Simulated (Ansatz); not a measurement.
The cluster Na2Te, relaxed as a singlet with RKS r2SCAN-D4/def2-TZVP in Ansatz, starting from the GFN2-xTB geometry. Force threshold 0.02 eV/Å.

In the def2 sets Te takes a core potential; there is no spin–orbit coupling. The structure comes from a short search, and lower isomers may exist.

Start:

| atom | x (Å) | y (Å) | z (Å) |
| --- | --- | --- | --- |
| Na1 | 1.5726 | -0.2374 | 0.7406 |
| Na2 | -1.1608 | -1.2841 | -0.2959 |
| Te3 | -0.4118 | 1.5215 | -0.4447 |

**Question.** Estimate the energy that the relaxation releases and the steps that it takes.

**Answer.** 0.43 eV, in 5 steps; 6.5 s on 4 threads of Arm Neoverse V2 on a shared host. No frequencies were taken in this run, so the end may be a saddle point.

**Question.** Does the start keep its bonding and symmetry?

**Answer.** By distances, no bond broke or formed, bridged metal pairs apart. The bond that changes most is Na2–Te3, from 2.91 to 2.75 Å (atoms count from 1). Metal–metal contacts that move far: Na1–Na2 3.11 to 4.33 Å. Point group C2v at the start, C2v at the end, both within 0.05 Å.

**Question.** Predict the relaxed structure.

**Answer.** 
```xyz
3

Na    2.0502    0.2069    0.8767
Na   -1.7665   -1.2522   -0.5709
Te   -0.2837    1.0453   -0.3059
```
Bond lengths (bridged metal pairs left out): 2 × Na–Te 2.75 Å.
